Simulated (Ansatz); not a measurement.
A set of 12 reactions (ligand exchange), with CCSD(T)/CBS values in kJ/mol:

| reaction | ΔE |
| --- | --- |
| `O[SiH2]S[SiH](O)O` + `O[SiH2]S` → `O[SiH2]O[SiH2]S` + `O[SiH](O)S` | -48.2 |
| `C=C([SiH3])[SiH2][SiH3]` + `O[SiH](O)Br` → `O[SiH](Br)O[SiH3]` + `C=C[SiH2][SiH3]` | -99.2 |
| `N[SiH2][Si](N)(Cl)Cl` + H–F → `N[SiH2]F` + `N[SiH](Cl)Cl` | -158.7 |
| `O=CO[SiH3]` + `C[O][In]([OH])[OH]` → `C[O][In]([OH])[O][SiH3]` + `O=CO` | -23.2 |
| `N[SiH2][AlH2]` + `N[SiH](N)Cl` → `N[SiH2]N[SiH](N)Cl` + `[AlH3]` | -82.3 |
| `O/C=C(\Cl)[SiH2]O` + `C=C[SiH2]N` → `C=C[SiH2]N[SiH2]O` + `O/C=C\Cl` | -55.4 |
| `[AlH2][CH2][SiH3]` + NH₃ → `[NH2][AlH2]` + `C[SiH3]` | -88.4 |
| `C[NH][SnH2][SiH3]` + `[OH][SnH3]` → `[SiH3][O][SnH3]` + `C[NH][SnH3]` | -75.7 |
| `O[SiH2][SiH2][GeH3]` + `O[SiH3]` → `O[SiH2][SiH2]O[SiH3]` + GeH₄ | -70.9 |
| `O[SiH2][SiH2][GeH3]` + `BN` → `B[NH][GeH3]` + `O[SiH2][SiH3]` | 26.9 |
| `[AlH2][O][SiH3]` + `[OH][GeH2][SiH3]` → `[SiH3][O][GeH2][SiH3]` + `[OH][AlH2]` | 3.5 |
| `C[S][Sn]([F])([F])[F]` + HI → `[F][Sn]([F])([F])[I]` + CH₃SH | -39.8 |

Isolated molecules relaxed with PBE0-D4/def2-TZVP in Ansatz; ΔE leaves out vibrations. CBS: MP2 limit from def2 TZ/QZ plus the TZ coupled-cluster correction, frozen cores. This one scheme is used for every species. Double bonds are as drawn, so ΔE can hold a change between cis and trans. DFT in def2-TZVPP. B3LYP here is the variant with VWN-RPA as its local correlation; programs differ in this. def2 core potentials past Kr. For Br, Ge, I, In, Sn outer-core shells are correlated without core-valence functions, which leaves a few kJ/mol of doubt a bond. Scalar relativity is left out up to krypton. Each species was taken in one conformer, which may not be the lowest.

Question: Give the mean, mean absolute and largest difference (level minus CCSD(T)/CBS, kJ/mol) for: PBE-D4, r2SCAN-D4, PBE0-D4, B3LYP-D4, ωB97M-V, PBE, r2SCAN, PBE0, B3LYP, HF/def2-TZVPP, CCSD(T)/def2-TZVPP, HF/def2-QZVPP, MP2/def2-QZVPP, HF/CBS(def2). (An estimate is asked.)

Answer: Computed: 
| level | mean | mean absolute | largest |
| --- | --- | --- | --- |
| PBE-D4 | 12.5 | 12.5 | 23.6 |
| r2SCAN-D4 | 2.6 | 3.3 | 6.6 |
| PBE0-D4 | 8.3 | 8.5 | 16.9 |
| B3LYP-D4 | -0.4 | 2.3 | -6.2 |
| ωB97M-V | -1.1 | 2.5 | -7.2 |
| PBE | 12.0 | 12.0 | 26.3 |
| r2SCAN | 2.5 | 3.8 | 7.1 |
| PBE0 | 7.8 | 7.8 | 19.6 |
| B3LYP | -1.3 | 5.2 | -14.9 |
| HF/def2-TZVPP | -15.4 | 16.4 | -37.7 |
| CCSD(T)/def2-TZVPP | -0.8 | 2.2 | 8.1 |
| HF/def2-QZVPP | -16.9 | 17.9 | -40.7 |
| MP2/def2-QZVPP | -2.3 | 2.8 | -10.1 |
| HF/CBS(def2) | -17.1 | 18.1 | -41.1 |

The largest T1 diagnostic in the set is 0.017, for `C[O][In]([OH])[OH]` (customary mark 0.02).

CCSD(T)/CBS is a level of theory with its own doubt, and the functionals carry their triple-zeta basis error, so these figures describe this set and don't rank the functionals.
